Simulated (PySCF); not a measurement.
Species: H6OSi2Te.
Bonds: O1–Si2, Si2–Te3, Te3–Si4. Hydrogens: H5 on O1; H6, H7 on Si2; H8, H9, H10 on Si4.

Method: PBE0-D3(BJ)/def2-SVP geometry optimisation, gas phase, def2 core potentials past Kr in PySCF 2.14.0.

Problem. Give the optimised bond lengths and angles.

Solution. 
```
                   bond  length (pm)
                 O1–Si2        166.4
                Si2–Te3        249.7
                Te3–Si4        250.5
                  O1–H5         96.2
         Si2–H6, Si2–H7        149.5
Si4–H8, Si4–H9, Si4–H10        149.2
```

Bonds in one row agree within 1 pm and their mean is given. A selection of angles:
```
      angle  degrees
  Si2–O1–H5    116.1
 O1–Si2–Te3    109.2
  O1–Si2–H6    111.8
  O1–Si2–H7    109.2
 Te3–Si2–H6    106.9
 Te3–Si2–H7    110.5
  H6–Si2–H7    109.2
Si2–Te3–Si4     91.1
 Te3–Si4–H8    110.8
Te3–Si4–H10    106.1
  H8–Si4–H9    109.0
```

Torsions: O1–Si2–Te3–Si4 -124° (anticlinal); H5–O1–Si2–Te3 -139° (anticlinal). The mirror-image conformer, all signs reversed, is as good.

Si4 (SiH3 silicon) is tetrahedral (angles from 106.1° to 111.3°). Te3 (tellurium bonded to 2 Si) is bent (angle 91.1°). Si2 (oxygen-bound silicon) is tetrahedral (angles from 106.9° to 111.8°).

Point group: C1 (no symmetry element, even within 0.4 Å). Not checked by PBE0-D3(BJ)/def2-SVP frequencies. The numbers are those of one conformer (H–O1–Si2–Te3 -139°, O1–Si2–Te3–Si4 -124°).
